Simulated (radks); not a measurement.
Isoelectronic series with 3 electrons, each ion in its NIST ground configuration. Method: Dirac Kohn-Sham, LDA (Slater exchange, Perdew-Wang correlation), spin-unpolarised, spherical densities, finite nucleus; Fermi nuclear charge, rms radius of each element as measured or else 0.836 A^(1/3) + 0.57 fm; computed with a radial shooting solver on a logarithmic mesh with Libxc functionals. Total energies (hartree) and mean radii <r> (bohr):

ion	configuration	E (hartree)	2s1/2	1s1/2
Li	[He] 2s1	-7.33540	3.933	0.5887
Be+	[He] 2s1	-14.09970	2.299	0.4237
B2+	[He] 2s1	-23.11513	1.646	0.3306
C3+	[He] 2s1	-34.38270	1.286	0.2710
N4+	[He] 2s1	-47.90462	1.056	0.2295
O5+	[He] 2s1	-63.68344	0.8968	0.1990
F6+	[He] 2s1	-81.72206	0.7792	0.1757
Ne7+	[He] 2s1	-102.02370	0.6889	0.1572
Mg9+	[He] 2s1	-149.43058	0.5593	0.1298
Al10+	[He] 2s1	-176.54399	0.5112	0.1194
Si11+	[He] 2s1	-205.93677	0.4706	0.1105
P12+	[He] 2s1	-237.61393	0.4360	0.1029
S13+	[He] 2s1	-271.58088	0.4061	0.09621
